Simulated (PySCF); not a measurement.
C3H8GaN.
Structure used (PBE0-D3(BJ)/def2-SVP), in Å, numbered top down from 1:
```
atom  x, y, z in Å
C1     2.8901   -0.7795   -0.0075
C2     1.5712   -0.2263    0.2149
N3     0.5227    0.2161    0.3940
Ga4   -1.4253    1.0855    0.7527
C5    -2.5026   -0.0469   -0.4714
H6     2.8061   -1.8174   -0.3600
H7     3.4222   -0.1844   -0.7633
H8     3.4630   -0.7647    0.9307
H9    -1.0572    2.5565    0.2955
H10   -1.4810    0.7898    2.3074
H11   -2.1730    0.0544   -1.5173
H12   -3.5599    0.2622   -0.4289
H13   -2.4594   -1.1112   -0.1923
```

Method used: PBE0-D3(BJ)/def2-SVP geometry optimisation, gas phase (PySCF).

(1) Which atoms are bound to Ga4, and at what distances?

(2) List the angles at Ga4.

(3) Describe the arrangement about Ga4 in numbers.

(4) What are the other bond lengths?

(5) Give some angles away from the centre.

(6) What are the rotational constants (commonest isotopes, rigid rotor)?

## Answers

(1) 4 atoms: H10 1.584 Å, H9 1.584 Å, C5 1.985 Å, N3 2.163 Å. The nearest atom not counted as bound is H12, at 2.58 Å.

(2) 
```csv
angle,degrees,distance of the outer atoms (Å)
C5–Ga4–H10,118.7,3.08
C5–Ga4–H9,118.5,3.07
H9–Ga4–H10,117.7,2.71
N3–Ga4–C5,99.0,3.16
N3–Ga4–H10,96.9,2.83
N3–Ga4–H9,96.7,2.83
```

(3) Angles from 96.7° to 118.7°; τ4 = (360° − α − β)/141° = 0.87 with α and β the two widest (0 for a square, 1 for a tetrahedron).

(4) C1–C2 1.447 Å; C2≡N3 1.152 Å; C1–H6, C1–H7, C1–H8 1.099 Å; C5–H11, C5–H12, C5–H13 1.102 Å.

(5) C1–C2–N3 179.8°, C2–N3–Ga4 178.7°.

(6) A = 8302, B = 1213, C = 1090 MHz: a near-prolate asymmetric top.

Charge 0, singlet. Not checked by PBE0-D3(BJ)/def2-SVP frequencies.

Time: 67 s of wall time; peak memory 0.53 GiB. Hardware: one thread, Arm Neoverse N1 (aarch64), shared host with 64 logical CPUs at a one-minute load of 62. That covers the optimisation of the geometry.
